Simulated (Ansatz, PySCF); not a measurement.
Gas-phase reaction in SMILES: O[SiH](O)O -> O[SiH]O + [OH] (HO) (the O-Si bond at the site shown breaks; other sites are not compared here)
Structures are relaxed separately at B3LYP-D3(BJ)/def2-TZVP in Ansatz (an electronic-structure program), one conformer each, not searched for the lowest. Frequencies are from Ansatz or PySCF.
Geometry of the first species:
SMILES: O[SiH](O)O
```xyz
8

O      0.4966     1.5128    -0.0600
Si    -0.1600     0.0575     0.2913
O      0.9302    -1.1724     0.3848
O     -1.1860    -0.3739    -0.9101
H      0.8173     1.6628    -0.9537
H     -0.8291     0.2598     1.5841
H      1.5897    -1.1489     1.0823
H     -1.2646    -1.3107    -1.1072
```

Quantity: bond dissociation energy (enthalpy at 298 K, with B3LYP-D3(BJ) rigid-rotor harmonic-oscillator terms), in kcal/mol. Cores are frozen in the correlated levels unless marked. Open shells are spin-unrestricted. Spin-orbit coupling is left out. No relativistic terms. CBS(X,Y): correlation extrapolated as X^-3; Hartree-Fock from the larger set.

```json
[
 {"level": "PBE0/def2-TZVP", "program": "Ansatz", "bond dissociation energy (kcal/mol)": "130.6"},
 {"level": "BHLYP-D3(BJ)/def2-TZVPD", "program": "Ansatz + dftd3", "bond dissociation energy (kcal/mol)": "129.1"},
 {"level": "CAM-B3LYP-D4/def2-TZVPD", "program": "Ansatz + dftd4", "bond dissociation energy (kcal/mol)": "133.7"},
 {"level": "B2GP-PLYP-D3(BJ)/def2-TZVPD", "program": "Ansatz + dftd3", "bond dissociation energy (kcal/mol)": "134.8"}
]
```

Question: What does CCSD(T)/CBS(aug-cc-pV(T+d)Z,aug-cc-pV(Q+d)Z) (Ansatz) give?

Answer: 138.7 kcal/mol
